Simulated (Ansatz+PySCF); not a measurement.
Values are calculated unless marked as measured or tabulated.
propene + H2 → propane

propene (charge 0, multiplicity 1):
```tsv
atom	x (Å)	y (Å)	z (Å)
C	0.0000	-0.4541	-0.1192
C	0.0000	-0.4673	1.2146
C	0.0000	0.7691	-0.9750
H	0.0000	-1.4146	-0.6513
H	0.0000	-1.4047	1.7771
H	0.0000	0.4612	1.7958
H	0.0000	1.6890	-0.3718
H	0.8829	0.7916	-1.6359
H	-0.8829	0.7916	-1.6359
```

H2 (charge 0, multiplicity 1):
```
atom   x (Å)   y (Å)    z (Å)
   H  0.0000  0.0000  -0.3804
   H  0.0000  0.0000   0.3804
```

propane (charge 0, multiplicity 1):
```csv
atom,x (Å),y (Å),z (Å)
C,0.0000,-0.2568,-1.2710
C,0.0000,0.5795,0.0000
C,0.0000,-0.2568,1.2710
H,0.0000,0.3730,-2.1741
H,0.8875,-0.9088,-1.3208
H,-0.8875,-0.9088,-1.3208
H,-0.8792,1.2471,0.0000
H,0.8792,1.2471,0.0000
H,0.0000,0.3730,2.1741
H,-0.8875,-0.9088,1.3208
H,0.8875,-0.9088,1.3208
```

Shapes relaxed with PBE0/def2-SVP. Single points in def2-SVP with Ansatz (development build ahead of 0.2.0), no zero-point energy. Correlated methods freeze no orbital on H to Be, one on B to Mg, five on Al to Zn, nine on Ga to Sr.

```json
{"method": "CCSD (restricted)", "reaction energy": "-40.00 kcal/mol"}
{"method": "CCSD(T) (restricted)", "reaction energy": "-39.00 kcal/mol"}
{"method": "HF (restricted)", "reaction energy": "-39.84 kcal/mol"}
{"method": "MP2 (restricted)", "reaction energy": "-40.74 kcal/mol"}
{"method": "PBE (restricted)", "reaction energy": "-39.67 kcal/mol"}
{"method": "r2SCAN (restricted)", "reaction energy": "-41.02 kcal/mol"}
{"method": "wB97X (restricted)", "reaction energy": "-43.90 kcal/mol"}
```

Q: What does PBE0 (restricted) give?

A: -43.14 kcal/mol.
